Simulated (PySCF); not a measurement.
**How methods differ on the excitation energy of Tc⁺**

Tc⁺ [Kr] 4d5 5s1 (7S) → Tc⁺ [Kr] 4d6 (5D), as a difference of total energies. Computed with PySCF 2.14 in x2c-TZVPPall with one added diffuse shell each of s, p, d, f type (9s7p7d3f1g, 95 functions), with scalar relativity by spin-free X2C-1e. Correlated levels: valence: [Kr] frozen; valence and next inner shell: [Ar] 3d10 frozen. The calculations carry no spin-orbit coupling.

```
                                method  excitation energy (eV)
                                   UHF                   1.440
                                   LDA                   0.495
                                   PBE                   0.492
                                  PBE0                   0.525
                                r2SCAN                   0.861
                             CAM-B3LYP                   0.188
                                revPBE                   0.440
                               LC-wPBE                   0.241
                                  BP86                   0.389
                         MP2 (valence)                   0.678
                     SCS-MP2 (valence)                   0.082
    MP2 (valence and next inner shell)                   0.841
SCS-MP2 (valence and next inner shell)                   0.464
```

Problem. How much does correlation contribute at MP2 (valence and next inner shell)?

Solution. 0.841 − (1.440) = -0.599 eV, measured against UHF.

A first-order spin-orbit estimate (lowest level to lowest level, LS coupling) adds -0.105 eV.
